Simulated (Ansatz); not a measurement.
This geometry of ClFH₃NSn (7 atoms, charge 0, multiplicity 1) is a first-order saddle point.

Computed with Ansatz 0.2.0, RKS BLYP-D4/def2-SVP.

```xyz
7
Properties=species:S:1:pos:R:3
N -0.662 1.096 0.070
Sn 0.505 -0.541 0.049
F 1.388 -0.686 -1.701
Cl -0.909 -2.449 0.087
H -0.424 1.943 0.586
H -1.574 1.116 -0.388
H 1.739 -0.547 1.250
```

Problem. Which two structures does it join? (They come from a converged band through this point; their orientation in space is the band's.)

Solution. No bond is made or broken. The height of N1 over the plane of its neighbours goes from -0.45 to 0.44 Å. The two ends are copies of one structure, up to a mirror image or an exchange of like atoms.

Image 0:

```xyz
7
Properties=species:S:1:pos:R:3
N -0.576 1.231 0.295
Sn 0.536 -0.498 0.089
F 1.100 -0.602 -1.795
Cl -0.908 -2.342 0.538
H -1.571 0.966 0.365
H -0.491 1.782 -0.575
H 1.971 -0.606 1.037
```

Image 8:

```xyz
7
Properties=species:S:1:pos:R:3
N -0.606 1.208 0.318
Sn 0.534 -0.500 0.089
F 1.122 -0.595 -1.789
Cl -0.908 -2.350 0.499
H -0.438 1.836 -0.485
H -1.601 0.938 0.266
H 1.957 -0.605 1.056
```

Problem. How far does it lie above each of them?

Solution. 0.116 eV above the first and 0.116 eV above the second. This is the barrier of this one path; another mechanism may lie lower.

Time of the run: 8 min on 1 thread of Arm Neoverse N1, with other jobs on the host, peak memory 0.14 GiB.
